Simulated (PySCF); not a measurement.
**Unknowns**

Method: coordinates at the GFN2-xTB level, NMR shieldings at PBE0/pcSseg-1/GIAO, in PySCF 2.14 (one averaged value for each set of equivalent atoms, in vacuum, non-relativistic, one computed conformer).

Scale: TMS for 1H (31.72 ppm), 13C (186.93 ppm) (reference shieldings calculated alike). Splittings of carbon signals by F and P are missing where no couplings were computed. Where no couplings were computed, multiplicities follow the n + 1 count of equivalent neighbours, and m marks all less simple cases (inequivalent or close neighbours, rings, F or P nearby). Shifts are as computed. Against solution values, carbons near 30 ppm lie about +3 ppm off and those near 130 ppm about +5 ppm. Of 1211 compounds with measured shifts, 218 miss one by over three times the rms of a fit or turn the order of signals round; such compounds aren't used in these exercises.

Task: C₆H₁₀Si. 1H NMR (400 MHz, computed): δ 6.61 (m, 3H), 6.52 (m, 3H), 6.16 (m, 3H), 5.06 (q, 1H). 13C{1H} NMR (computed): δ 145.5, 140.5. What is it?

Result: `InChI=1S/C6H10Si/c1-4-7(5-2)6-3/h4-7H,1-3H2`. The formula gives 3 degrees of unsaturation (no ring in the answer). 2 carbon signals for 6 carbons: some carbons are equivalent by symmetry or fast rotation. Carbon types of the structure: 3 × CH, 3 × CH2, leaving 1 H on heteroatoms. δC 145.5: terminal =CH2 carbon; an sp2 carbon of a C=C bond. δC 140.5: alkene CH; an sp2 carbon of a C=C bond. δH 6.61, 6.16: hydrogen on a terminal =CH2 carbon; olefinic region. δH 6.52: hydrogen on an alkene CH; attached to an sp2 carbon and in the plane of the double bond.

The shifts were computed for this structure.

Task: C₇H₅F₂N. 1H NMR (500 MHz, computed): δ 6.23 (m, 1H), 3.66 (s, 3H), 3.34 (s, 1H). 13C{1H} NMR (computed): δ 153.9, 146.9, 110.3, 103.4, 96.4, 76.3, 36.3. Give a structure.

Result: `C#Cc1c(F)c(F)cn1C`. The formula gives 5 degrees of unsaturation (1 ring in the answer). 7 carbon signals for 7 carbons: no two carbons are equivalent. Carbon types of the structure: 4 × C, 2 × CH, 1 × CH3, which accounts for all hydrogens. δC 153.9, 146.9: aromatic carbon bearing fluorine; σ withdrawal by the attached heteroatom moves it downfield of the ring CH carbons. δC 110.3: aromatic CH next to a ring nitrogen. δC 96.4: terminal alkyne carbon; the triple bond shields along its axis, which puts it between sp3 and sp2 carbons. δC 76.3: alkyne carbon; the triple bond shields along its axis, which puts it between sp3 and sp2 carbons.

The shifts were computed for this structure.
